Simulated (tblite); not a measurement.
Species: C6H8FO (doublet state).
Geometry (GFN2-xTB, Å), atoms numbered from 1 in this order:
```
atom  x, y, z in Å
C1     2.6085    0.0548   -0.0504
C2     1.2321    0.0426   -0.0594
C3     0.4796   -0.9693    0.5120
C4    -1.0065   -0.9406    0.5923
C5    -1.5081    0.4584    0.2562
F6    -2.8546    0.4264   -0.0419
C7    -0.7346    0.9813   -0.9547
O8     0.6317    1.1253   -0.6588
H9     3.1596   -0.7299    0.4277
H10    3.1424    0.8665   -0.5037
H11    0.9922   -1.8133    0.9399
H12   -1.3416   -1.2459    1.5879
H13   -1.4498   -1.6493   -0.1202
H14   -1.3910    1.1436    1.1051
H15   -0.8774    0.2867   -1.7949
H16   -1.0900    1.9717   -1.2484
```

Computed values, GFN2-xTB/tblite, gas phase, harmonic and unscaled. The method is semi-empirical: single wavenumbers can be off by several per cent or more. One conformer, not necessarily the lowest. Open shells enter through the occupations alone, without spin polarisation, and single modes of such species can be off by tens of per cent.

Harmonic wavenumbers (cm⁻¹): 93.9, 174.7, 222.1, 298.2, 355.8, 400.4, 453.1, 504.7, 524.8, 578.2, 652.8, 696.1, 717.5, 837.2, 879.4, 915.6, 946.1, 1028.5, 1053.9, 1069.1, 1105.1, 1131.5, 1153.9, 1216.9, 1244.6, 1267.7, 1278.3, 1310.8, 1327.8, 1339.5, 1443.4, 1454.0, 1469.2, 1481.4, 2889.2, 2891.9, 2924.7, 2955.0, 2986.4, 3122.1, 3148.9, 3195.2.

A = 4826, B = 1482, C = 1182 MHz; mass 115.056 u (most abundant isotopes); point group C1, symmetry number 1; spin multiplicity 2.

Problem. What is the zero-point energy?

Solution. ½Σν̃ = 27370 cm⁻¹ = 327.41 kJ/mol.

Problem. What is S at 200 K and 1 bar for an ideal gas of classical rigid rotors and harmonic oscillators?

Solution. Translation 159.74, rotation 112.31, vibration 37.47, spin (R ln 2) 5.76: S = 315.3 J/(mol K).

Problem. And Cp and H(200 K) − H(0)?

Solution. Cp = 90.74 J/(mol K), of which vibrations give 57.49 (their classical limit is 42 R = 349.2); H(200 K) − H(0) = 11.37 kJ/mol without the zero-point energy, 4.71 from vibrations.

Problem. Blend soft modes into free rotors: weight 1/[1 + (100 cm⁻¹/ν̃)⁴] for the oscillator and the rest for a rotor with moment μB/(μ + B), μ = h/(8π²ν), B = 10⁻⁴⁴ kg m². What vibrational entropy results?

Solution. 37.04 J/(mol K) in place of 37.47, which changes −T·S at 200 K by +0.09 kJ/mol.

Problem. Which modes carry the vibrational entropy at 200 K?

Solution. 93.9 cm⁻¹: 11.73; 174.7 cm⁻¹: 6.94; 222.1 cm⁻¹: 5.25; 298.2 cm⁻¹: 3.40; 355.8 cm⁻¹: 2.45; 400.4 cm⁻¹: 1.90 J/(mol K); the other 36 give 5.79 together.

Hindered rotation and anharmonicity are outside this model. Other conformers, if any are populated, would add a mixing term that is left out. The structure is chiral; the term R ln 2 for an equal mix with its mirror image is left out.
